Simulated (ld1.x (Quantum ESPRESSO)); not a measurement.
**Te (Z = 52), TM: configuration errors across variants**

ld1.x (Quantum ESPRESSO) 7.5 input, shortened:

```
&input
   title='Te', zed=52., rel=1, dft='PZ', iswitch=3,
   config='[Kr] 4d10 5s1.75 5p4.25'
 /
 &inputp
   pseudotype=2, tm=.true., lloc=-2, rcloc=1.75,
   nlcc=.true.
 /
2
5S  1  0   1.75   0.00  1.85  1.85  0.0
5P  2  1   4.25   0.00  1.70  1.70  0.0
 &test
   configts(1)='5s1.75 5p4.25'
 /
```

All-electron excitation energies from the reference (eV): (1) 5s2 5p4 -2.318; (2) 5s2 5p3 7.598; (3) 5s2 5p2 25.772; (4) 5s2 5p3.5 1.667; (5) 5s2 5p4.3 -3.834; (6) 5s1 5p5 7.035; (7) 5s2 5p0 89.910; (8) 5s1.75 5p4.25 spin -0.487; (9) 5s2 5p4 spin -2.798.

Spin tests fill each open shell by Hund’s rule, majority spin first.

The default core radius of the base comes out at 1.51 bohr.

4 further variants failed, have other tests or another functional or relativity, and are left out.

A true bound ghost makes a file unfit for plane-wave use even where its test errors are small: the radial tests pick states by their node count and pass the ghost by.

Errors AE − PS in meV (a dash: test not solved or not reliable):

```tsv
change	(1)	(2)	(3)	(4)	(5)	(6)	(7)	(8)	(9)	bound ghosts
base	0.0	-1.0	-7.3	-0.7	+0.6	-1.7	-184	+2.0	+1.1	d
local potential all-electron potential smoothed inside 1.40 bohr (lloc = -1)	+0.6	+13	+90	+0.8	+3.8	+5.7	-235	+4.3	+4.7	s, d, p
all radii but the core radius scaled by about 0.75 (s 1.38, p 1.28 bohr); local potential all-electron potential smoothed inside 1.32 bohr (lloc = -2)	-0.3	-5.7	-52	-1.4	0.0	-5.0	-930	+31	+35	p, s, d
wave 5s (bound): rc 1.85 bohr becomes 5s (bound): rc 2.78 bohr	-1.8	+0.1	+14	-2.1	-0.9	-20	+47	-0.1	+2.7	d
local potential all-electron potential smoothed inside 2.16 bohr (lloc = -2)	-0.1	-2.1	-15	-0.8	+0.3	-2.3	-230	+1.8	+0.7	none
core correction a·sin(br)/r model core inside 2.08 bohr	+0.5	-0.5	-2.3	-0.3	+1.3	+3.0	-94	+42	+30	d
```

Question: Give the same row for: type TM semilocal; local potential the p channel.

Answer: -0.1, -1.9, -14, -0.8, +0.4, -2.2, -224, +1.8, +0.8; bound ghosts: none.
